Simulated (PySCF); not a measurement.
Vertical excitations of a molecule C4H13NSi from TDA-PBE/def2-SVPD (PySCF), as energy in eV (oscillator strength): 4.79 (0.007), 5.38 (0.012), 5.44 (0.001), 5.51 (0.013), 5.68 (0.031), 5.94 (0.027). Lowest triplet (TDA): 4.68 eV. Coordinates come from a B3LYP-D3(BJ)/def2-SVP optimisation. Other conformers were not sampled.

Task: Pick the molecule that these values belong to.
A) CC(C)(C)N[SiH3]
B) CCCN[SiH2]C
C) CC[SiH](N)CC
D) CCN[C@H](C)[SiH3]

Result: D, CCN[C@H](C)[SiH3]
